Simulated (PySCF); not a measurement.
C4H6F2, SMILES C[C@@H](F)/C=C\F. Atoms are numbered in the order given.

```xyz
12

C     -1.7361    -0.6297    -0.1886
C     -0.7191     0.3867    -0.6765
F     -0.6243     1.3942     0.2809
C      0.6397    -0.2068    -0.9299
C      1.5046    -0.5387     0.0304
F      1.2295    -0.3890     1.3286
H     -1.3828    -1.0824     0.7499
H     -2.7034    -0.1379    -0.0054
H     -1.8790    -1.4279    -0.9326
H     -1.0791     0.8636    -1.6071
H      0.9593    -0.3781    -1.9619
H      2.5040    -0.9532    -0.1406
```

The structure is a stationary point at r2SCAN-D4/def2-SVP. The structure was generated by enumeration; whether it is a known compound was not checked. The values are those of a single conformer.

Computed with PBE/def2-TZVP (PySCF).

ESP charges are fitted to the potential on shells at 1.4 to 2.0 van der Waals radii. Atomic charges (e):

```csv
atom,ESP fit,meta-Löwdin,Mulliken,Löwdin
C1,-0.61,[?],-0.35,-0.29
C2,0.51,[?],0.16,-0.37
F3,-0.25,-0.31,-0.20,0.12
C4,-0.44,-0.20,-0.17,-0.19
C5,0.03,0.16,0.04,-0.29
F6,-0.09,-0.23,-0.15,0.20
H7,0.19,[?],0.13,0.13
H8,0.16,[?],0.13,0.13
H9,0.16,[?],0.11,0.13
H10,0.02,[?],0.07,0.14
H11,0.18,[?],0.13,0.16
H12,0.14,0.12,0.11,0.13
```

Problem. Some entries are withheld; supply them. (The exact figures need the calculation; the answer reports its results.)

Solution. 
- C1, meta-Löwdin: -0.36
- C2, meta-Löwdin: 0.20
- H7, meta-Löwdin: 0.13
- H8, meta-Löwdin: 0.12
- H9, meta-Löwdin: 0.12
- H10, meta-Löwdin: 0.11
- H11, meta-Löwdin: 0.14

Computed Mayer and Wiberg (Löwdin basis) orders of the bonds:
```
bond    Mayer  Wiberg
------  -----  ------
C1–C2    0.99    1.26
C2–F3    1.06    1.61
C2–C4    0.99    1.19
C4–C5    1.87    2.07
C5–F6    1.12    1.79
C1–H7    0.97    0.89
C1–H8    0.96    0.90
C1–H9    0.95    0.89
C2–H10   0.95    0.82
C4–H11   0.92    0.81
C5–H12   0.98    0.87
```
